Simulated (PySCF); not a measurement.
phosphorus nitride cation (NP), SMILES N#P (connectivity only; charge and spin as stated), charge +1, multiplicity 2. Atoms are numbered in the order given.

```xyz
2

N      0.0000     0.0000    -1.0153
P      0.0000     0.0000     0.4738
```
Charge +1, spin multiplicity 2.

Coordinates come from a PBE-D3(BJ)/def2-TZVPD optimisation. The multiplicity is an assumed one; other spin states were not compared.

Level of theory: PBE-D3(BJ)/def2-TZVPD run with PySCF.

Frequencies are harmonic and unscaled.

Computed normal modes with their intensities:
```csv
mode,ν (cm⁻¹),IR (km/mol),moving atoms (share of kinetic energy)
1,1326,3.7,"N 69 %, P 31 %"
```
